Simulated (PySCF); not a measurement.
[TeH5]+ (singlet). Level of theory: PBE0/[Te def2-TZVP with ECP28, H def2-TZVP], scalar-relativistic core potentials, density fitting, no spin–orbit coupling, PySCF.

Harmonic bands of its minimum:

| ω (cm⁻¹) | IR (km/mol, summed over degenerate members) | degeneracy |
| --- | --- | --- |
| 431 | 42.4 | 2 |
| 913 | 145 | 2 |
| 965 | 84.6 | 1 |
| 1156 | 0.0 | 2 |
| 1874 | 142 | 1 |
| 1891 | 0.0 | 1 |
| 2000 | 0.4 | 2 |
| 2028 | 0.0 | 1 |

The central atom is Te. Infer the point group and assign the bands.

D3h. The modes span 3e' + 2a2'' + e'' + 2a1': 431 e', 913 e', 965 a2'', 1156 e'', 1874 a2'', 1891 a1', 2000 e', 2028 a1'. The computed geometry has Te–H 1.685 Å (×3), Te–H 1.720 Å (×2); H–Te–H 90.0° (×6), H–Te–H 120.0° (×3), H–Te–H 180.0°.

Only a few start shapes were tried, so a lower isomer may exist.
